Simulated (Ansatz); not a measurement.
Conformers of `F[Si](Cl)(Cl)S[SiH2]Cl`, each relaxed with PBE0-D4/def2-TZVP in Ansatz. CBS adds the triple-zeta coupled-cluster correction to the MP2 limit.

Not all of them had a frequency check.

Conformer A:

```xyz
9

F     1.608    1.009   -0.231
Si    0.186    1.547    0.211
Cl    0.205    1.691    2.226
Cl   -0.086    3.383   -0.590
S    -1.330    0.278   -0.509
Si   -0.332   -1.614   -0.423
Cl    0.210   -2.119    1.482
H     0.886   -1.608   -1.255
H    -1.348   -2.569   -0.911
```

Conformer B:

```xyz
9

F     1.116   -0.286   -2.007
Si    1.137    0.749   -0.811
Cl    2.907    1.724   -0.861
Cl   -0.390    2.037   -1.141
S     1.001   -0.239    1.039
Si   -1.012   -0.959    0.893
Cl   -2.337    0.340    1.747
H    -1.383   -1.149   -0.524
H    -1.038   -2.218    1.664
```

Q: Which is lowest in electronic energy at CCSD(T)/CBS (frozen core, def2 sets), and by how much? (Best estimate.)

A: The calculation gave: B; A lies 2.2 kJ/mol higher.

Q: Give the energies relative to B (kJ/mol) with PBE-D4/def2-TZVPP, r2SCAN-D4/def2-TZVPP, ωB97X-V/def2-TZVPP, PBE0/def2-TZVPP, HF/def2-QZVPP, MP2/def2-QZVPP, HF/CBS(def2). (Best estimate.)

A: The calculation gave: 
```csv
level,A
PBE-D4/def2-TZVPP,1.8
r2SCAN-D4/def2-TZVPP,1.8
ωB97X-V/def2-TZVPP,1.7
PBE0/def2-TZVPP,2.1
HF/def2-QZVPP,0.9
MP2/def2-QZVPP,2.3
HF/CBS(def2),0.9
```
